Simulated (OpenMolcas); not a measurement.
Computed levels of 2s2 2p3 in ions with 7 electrons, in cm-1 above 4S* 3/2.

* Program: OpenMolcas
* Method: XMS-RASPT2, IPEA 0.25 Eh, imaginary shift 0.1 Eh
* Basis: ANO-RCC-VTZP
* Scalar Hamiltonian: DKH2, point nucleus
* Spin-orbit coupling: state interaction with AMFI integrals over the reference wave functions, term energies averaged over their components

Active space for each ion: 5 electrons in 9 orbitals (RAS2 2s 2p; RAS3 3d, at most 2 electrons); closed shells correlated by CASPT2: 1s.

```csv
Level,N,O+,Ne3+
2D* 3/2,19810,27570,42140
2D* 5/2,19810,27570,42170
2P* 3/2,29790,41600,63610
2P* 1/2,29790,41610,63600
```

**Question.** Estimate 2D* 3/2, 2D* 5/2 for F2+ from its neighbours O+ and Ne3+.

**Answer.** 2D* 3/2 is another term, which grows about linearly with the charge: (27570 + 42140) / 2 = 34855. The calculation gives 34840, so the estimate is off by 0 %.
2D* 5/2 is another term, which grows about linearly with the charge: (27570 + 42170) / 2 = 34870. The calculation gives 34850, so the estimate is off by +0.1 %.

CASPT2 breaks the degeneracy within a term, and the mean is taken; among the terms shown or strongly mixed into the levels shown the widest spread is 67 cm-1 (2s2 2p3 2D*, O+). Active for correlation alone: 3d; no level in the range computed is led by a configuration that fills it, so any true level of that kind is missing. Only configurations of the active space appear.

* marks odd parity.
